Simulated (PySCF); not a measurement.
**Orbital picture of GaC**

B3LYP at R = 2.004 Å; PySCF, no relativity, basis sets Ga def2-SVP, C def2-SVP. State: ⁴Σ⁻ (quartet), unpaired electrons σ ↑, π ↑↑. Only the outer orbitals are listed, counted within each symmetry.

```json
{"spin": "α", "orbital": "8σ", "occ.": "1", "ε (eV)": "-16.15", "on Ga (%)": "22", "main shells (%)": "77 C s, 14 Ga s"}
{"spin": "α", "orbital": "9σ", "occ.": "1", "ε (eV)": "-9.78", "on Ga (%)": "62", "main shells (%)": "61 Ga s, 23 C p, 14 C s"}
{"spin": "α", "orbital": "4π", "occ.": "1", "ε (eV)": "-6.60", "on Ga (%)": "18", "main shells (%)": "82 C p, 16 Ga p"}
{"spin": "α", "orbital": "4π", "occ.": "1", "ε (eV)": "-6.60", "on Ga (%)": "18", "main shells (%)": "82 C p, 16 Ga p"}
{"spin": "α", "orbital": "10σ", "occ.": "1", "ε (eV)": "-6.24", "on Ga (%)": "50", "main shells (%)": "49 C p, 27 Ga p, 23 Ga s"}
{"spin": "α", "orbital": "5π", "occ.": "0", "ε (eV)": "-1.48", "on Ga (%)": "86", "main shells (%)": "85 Ga p, 14 C p"}
{"spin": "α", "orbital": "5π", "occ.": "0", "ε (eV)": "-1.48", "on Ga (%)": "86", "main shells (%)": "85 Ga p, 14 C p"}
{"spin": "β", "orbital": "8σ", "occ.": "1", "ε (eV)": "-13.27", "on Ga (%)": "37", "main shells (%)": "60 C s, 29 Ga s"}
{"spin": "β", "orbital": "9σ", "occ.": "1", "ε (eV)": "-8.07", "on Ga (%)": "72", "main shells (%)": "64 Ga s, 25 C s"}
{"spin": "β", "orbital": "4π", "occ.": "0", "ε (eV)": "-2.95", "on Ga (%)": "64", "main shells (%)": "63 Ga p, 36 C p"}
{"spin": "β", "orbital": "4π", "occ.": "0", "ε (eV)": "-2.95", "on Ga (%)": "64", "main shells (%)": "63 Ga p, 36 C p"}
{"spin": "β", "orbital": "10σ", "occ.": "0", "ε (eV)": "-2.69", "on Ga (%)": "39", "main shells (%)": "54 C p, 31 Ga p"}
```

Question: Which are the highest filled and the lowest empty level, where do they sit, and how wide is the gap?

Answer: Highest filled α 10σ at -6.24 eV (in %: 49 C p, 27 Ga p, 23 Ga s); lowest empty β 4π at -2.95 eV (in %: 63 Ga p, 36 C p); the gap at B3LYP is 3.29 eV.

```json
{"bond order (Mayer)": "1.31", "⟨S²⟩": "3.754", "charge on Ga (Mulliken, basis-dependent)": "0.24", "charge on Ga (Löwdin, basis-dependent)": "0.15", "dipole moment (positive dipole means Ga(−)C(+))": "-1.91 D", "polarisability along the bond": "62.2 bohr³", "polarisability across the bond": "31.7 bohr³"}
```

Spin–orbit coupling is left out. The state was picked by a PBE0 search and need not be the measured ground state.
